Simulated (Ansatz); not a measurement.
`C[NH][Al]([F])[F]` + HCl → `C[NH][Al]([F])[Cl]` + H–F at 600 K and 1 bar (ligand exchange at the Al–F bond).

Computed with Ansatz on PBE0-D4/def2-TZVP structures; ΔE is electronic, products minus reactants. CCSD(T)/CBS adds triple-zeta CCSD(T) − MP2 to the extrapolated MP2 energy (def2 sets, frozen cores). This one scheme is used for every species. Each species was taken in one conformer, which may not be the lowest.

```
             species  CCSD(T)/CBS energy (Eh)  H − E (kJ/mol)  S (J/(mol·K))
 `C[NH][Al]([F])[F]`               -536.95512           213.0          420.7
                 HCl               -460.38127            35.4          207.2
`C[NH][Al]([F])[Cl]`               -896.93383           211.9          434.3
                 H–F               -100.39570            42.3          194.0
```

H − E and S are ideal-gas, rigid-rotor, harmonic terms from PBE0-D4/def2-TZVP, for one conformer and one mirror image of each species. 1 Eh = 2625.50 kJ/mol, R = 8.31446 J/(mol·K).

Task: By hand: ΔE, ΔH, ΔS and ΔG.

Result: ΔE = (-896.93383) + (-100.39570) − (-536.95512) − (-460.38127) = 0.00686 Eh = 18.0 kJ/mol. Δ(H − E) = 211.9 + 42.3 − 213.0 − 35.4 = 5.8, so ΔH = 23.8 kJ/mol. ΔS = 434.3 + 194.0 − 420.7 − 207.2 = 0.4 J/(mol·K). ΔG = 23.8 − 600 × (0.4)/1000 = 23.6 kJ/mol.

Task: By hand: the equilibrium constant, and the temperature at which ΔG would vanish if ΔH and ΔS stayed fixed.

Result: log₁₀ K = −ΔG/(RT ln 10) = -2.1. ΔG = 0 at ΔH/ΔS = 59500 K, far beyond where these terms or the molecules hold.

The number of gas molecules stays the same, so ΔS is small and ΔH decides. A doubt of 5 kJ/mol in ΔE shifts log₁₀ K by 0.4 here. Other conformers and mirror images would add mixing entropy, several J/(mol·K) or more a flexible species. These are equilibria of isolated gas molecules and say nothing of rates. Largest T1 diagnostic: 0.012 (customary marks: 0.02 for closed shells, 0.045 for open ones).
